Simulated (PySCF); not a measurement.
**Hf⁶⁸⁺: ionisation energy**

Hf⁶⁸⁺ [He] 2s2 → Hf⁶⁹⁺ [He] 2s1 [2s1/2^1, M_J = 1/2], as a difference of total energies. Calculation: PySCF 2.14, in an even-tempered Gaussian basis (16 s from 54 bohr⁻², ratio 2.4; 13 p from 70 bohr⁻², ratio 2.4; 5 d from 220 bohr⁻², ratio 2.6; 4 f from 330 bohr⁻², ratio 2.6); the two-component X2C-1e Hamiltonian. Correlated levels: nothing frozen; the 28 highest virtual spinors dropped. "Screened" scales the spin-orbit matrix elements by Boettger's factors to mimic the two-electron term; Breit and QED terms are absent.

| method | ionisation energy (eV) |
| --- | --- |
| GMP2 (spin-free) | 18205.7 |
| GHF (screened spin-orbit) | 18200.9 |
| GMP2 (screened spin-orbit) | 18207.4 |

How much does correlation contribute at GMP2 (screened spin-orbit)?

18207.4 − (18200.9) = 6.5 eV, measured against GHF (screened spin-orbit).

For this ion Breit and QED terms and the two-electron picture change, all absent here, outweigh the correlation shift from GHF to GMP2.

For comparison: 18180 ± 50 eV (theoretical estimate listed by NIST; NIST Atomic Spectra Database, ionization energies).
